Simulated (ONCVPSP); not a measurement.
Pseudopotential generation for H: ONCV, PBEsol, scalar-relativistic.

H, optimised norm-conserving Vanderbilt (ONCV), made with ONCVPSP 4.0.1 (PBEsol, scalar-relativistic). Core none, reference 1s1. Waves: 1s: rc 1.30 bohr, ncon 4, nbas 7, qcut 7.6 1/bohr, local; p scattering state at 0.05 Ha: rc 1.30 bohr, ncon 4, nbas 7, qcut 6.4 1/bohr, 2 projectors, debl 1.7 Ha. Local part: the s channel. Core correction: none.

All-electron outer shells of the reference configuration (PBEsol, scalar-relativistic, ld1.x):

```csv
shell,level (eV),outermost node (bohr),outermost maximum (bohr)
1s,-6.33,–,1.05
```

Results:

- Cutoffs needed: 15 Ha and 21 Ha (the cutoffs (Ha) at which the residual kinetic energy of the hardest occupied pseudo-wave falls to 1 and 0.1 mHa per electron)
- Ghost test: no bound ghost flagged; no localised positive-energy state flagged

Generation and tests took about 1.2 s on one core of a shared server CPU.
